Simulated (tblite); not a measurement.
C₆H₁₃PSi.
Geometry (GFN2-xTB, Å), atoms numbered from 1 in this order:
```
atom  x, y, z in Å
C1    -3.051    0.358    1.114
C2    -1.729   -0.076    0.543
Si3   -1.836   -1.064   -1.063
P4    -0.361    0.406    1.400
C5     1.060   -0.242    0.380
C6     2.458    0.177    0.878
C7     2.814    0.634   -0.543
C8     1.347    0.466   -0.961
H9    -3.599    0.962    0.389
H10   -3.670   -0.509    1.346
H11   -2.922    0.944    2.024
H12   -1.653   -0.165   -2.207
H13   -3.173   -1.662   -1.120
H14   -0.840   -2.137   -1.116
H15    0.967   -1.324    0.270
H16    3.073   -0.620    1.292
H17    2.422    0.999    1.592
H18    3.217    1.641   -0.628
H19    3.482   -0.056   -1.056
H20    0.821    1.415   -1.062
H21    1.166   -0.130   -1.853
```

Computed with GFN2-xTB (tblite): harmonic, unscaled wavenumbers at the GFN2-xTB geometry, gas phase. Errors from tens to a few hundred cm⁻¹ against measured bands are possible. Modes of hydrogen on silicon can be 10 to 20 % off. One conformer, not necessarily the lowest.

Harmonic wavenumbers (cm⁻¹): 52.8, 60.6, 92.9, 104.4, 126.9, 164.1, 222.4, 270.2, 289.2, 315.8, 344.7, 541.9, 548.1, 559.0, 612.9, 761.1, 781.2, 788.6, 806.4, 815.0, 830.6, 949.7, 984.1, 992.9, 1004.1, 1033.9, 1039.8, 1060.8, 1098.7, 1130.9, 1180.5, 1184.4, 1209.5, 1218.8, 1228.0, 1245.7, 1259.9, 1264.9, 1400.6, 1472.4, 1474.3, 1479.2, 1488.8, 1493.5, 2225.1, 2237.6, 2244.6, 2940.5, 2973.3, 2982.9, 2986.1, 2990.1, 3002.8, 3004.1, 3006.5, 3011.6, 3016.4.

A = 2449, B = 877.3, C = 700.4 MHz; mass 144.052 u (most abundant isotopes); point group C1, symmetry number 1.

Question: What is the zero-point energy?

Answer: Half the sum of the wavenumbers: 36803 cm⁻¹ = 440.26 kJ/mol.

Question: What is S at 350 K and 1 bar for an ideal gas of classical rigid rotors and harmonic oscillators?

Answer: Translation 174.17, rotation 126.46, vibration 165.12: S = 465.8 J/(mol K).

Question: And Cp and H(350 K) − H(0)?

Answer: Cp = 198.58 J/(mol K), of which vibrations give 165.33 (their classical limit is 57 R = 473.9); H(350 K) − H(0) = 41.27 kJ/mol without the zero-point energy, 29.63 from vibrations.

Question: Which modes carry the vibrational entropy at 350 K?

Answer: 52.8 cm⁻¹: 21.03; 60.6 cm⁻¹: 19.89; 92.9 cm⁻¹: 16.37; 104.4 cm⁻¹: 15.41; 126.9 cm⁻¹: 13.82; 164.1 cm⁻¹: 11.74 J/(mol K); the other 51 give 66.86 together.

Question: How do the functions run with temperature in this model?

Answer: 
```csv
T (K),S (J/(mol K)),Cp (J/(mol K)),H − H(0) (kJ/mol),G − H(0) (kJ/mol),ln q(vib)
50,251.8,61.2,2.21,-10.38,0.60
100,302.8,87.6,5.97,-24.32,2.10
298.15,435.9,174.0,31.61,-98.37,8.16
373.15,478.8,209.2,45.99,-132.68,10.35
500,547.6,261.3,75.95,-197.83,14.00
750,668.4,334.3,151.09,-350.23,20.96
1000,771.6,381.8,241.01,-530.56,27.45
```

q(vib) and H(0) count from the zero-point level.

Question: What must be added to the electronic energy to get the Gibbs energy at 350 K and 1 bar?

Answer: ZPE + [H(350 K) − H(0)] − T·S = 440.26 + 41.27 − 163.02 = 318.51 kJ/mol.

Hindered rotation and anharmonicity are outside this model. Other conformers, if any are populated, would add a mixing term that is left out. The structure is chiral; the term R ln 2 for an equal mix with its mirror image is left out.

On one thread of an Arm Neoverse V1, shared host with 32 logical CPUs at a one-minute load of 17, this took 0.98 s of wall time. This covers the Hessian and the dipole derivatives.
